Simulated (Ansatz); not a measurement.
Compare A (`BN(C)CC`) with its isomer B (`CCBNC`).

Computed with Ansatz on PBE0-D4/def2-TZVP structures; ΔE is electronic, products minus reactants. CCSD(T)/CBS is the MP2 limit (def2-TZVPP, def2-QZVPP) plus CCSD(T) − MP2 in def2-TZVPP, frozen cores. DFT in def2-TZVPP. B3LYP here is the variant with VWN-RPA as its local correlation; programs differ in this. Each species was taken in one conformer, which may not be the lowest.

A:

```xyz
15

B     1.607   -0.303   -0.197
N     0.296    0.017   -0.511
C    -0.118    0.316   -1.865
C    -0.821    0.101    0.418
C    -0.493   -0.185    1.863
H     1.927   -0.546    0.927
H     2.408   -0.328   -1.087
H    -0.536    1.327   -1.931
H     0.735    0.244   -2.537
H    -0.891   -0.385   -2.200
H    -1.601   -0.593    0.075
H    -1.258    1.105    0.333
H    -1.403   -0.090    2.460
H     0.247    0.515    2.255
H    -0.101   -1.195    1.996
```

B:

Z-matrix (Å, degrees):
```
C
C 1 1.523
H 1 1.095 2 111.5
H 1 1.095 2 111.5 3 120.1
H 1 1.093 2 112.2 3 -120.0
B 2 1.573 1 117.0 3 -59.9
H 2 1.098 1 110.0 3 176.9
H 2 1.099 1 110.0 3 63.2
N 6 1.389 2 122.0 1 0.4
H 6 1.204 2 120.8 1 -179.7
C 9 1.443 6 127.1 2 179.9
H 9 1.009 6 119.0 2 -0.0
H 11 1.090 9 109.0 6 0.3
H 11 1.095 9 111.7 6 119.8
H 11 1.095 9 111.7 6 -119.2
```

**Question.** Which is lower in electronic energy at CCSD(T)/CBS, and by how much? (Estimate.)

**Answer.** Computed: B, by 55.0 kJ/mol.

**Question.** Give E(B) − E(A) in kJ/mol with MP2/def2-TZVPP, CCSD(T)/def2-TZVPP, B3LYP, PBE0-D4, B3LYP-D4, PBE-D4, r2SCAN-D4. (An estimate is asked.)

**Answer.** Computed: MP2/def2-TZVPP -53.9, CCSD(T)/def2-TZVPP -53.4, B3LYP -59.7, PBE0-D4 -58.8, B3LYP-D4 -56.0, PBE-D4 -57.2, r2SCAN-D4 -59.0. None reverses the order clearly.

Largest T1 diagnostic: 0.012.

In def2-TZVPP, CCSD(T) changes the Hartree–Fock value by +6.8 kJ/mol (the triples alone add +1.9 kJ/mol) and MP2 by +6.3 kJ/mol. The D4 term adds +3.8 kJ/mol with B3LYP and +1.9 kJ/mol with PBE0; it sums over pairs of atoms, weighted by their polarisabilities, and B3LYP, whose exchange is more repulsive, gets the larger term.
